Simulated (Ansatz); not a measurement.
A structure relaxed at B3LYP-D4/def2-SVP in Ansatz, charge 0, singlet:

```xyz
4

Nb   -1.1447   -0.0293   -1.0192
Nb    0.7055    1.3595   -0.0629
Nb   -0.5642   -0.2182    1.4086
Nb    1.0034   -1.1120   -0.3264
```

Q: Give its formula and point group.

A: the cluster Nb4. Point group Td (tolerance 0.1 Å).

Q: Summarise the bond lengths by kind (pairs closer than 1.2 times the sum of covalent radii, bridged metal pairs left out).

A: 6 × Nb–Nb 2.50 Å.

In the def2 sets Nb takes a core potential; there is no spin–orbit coupling. The relaxation made no stability test and no search for a lower SCF solution. The structure comes from a short search, and lower isomers may exist.
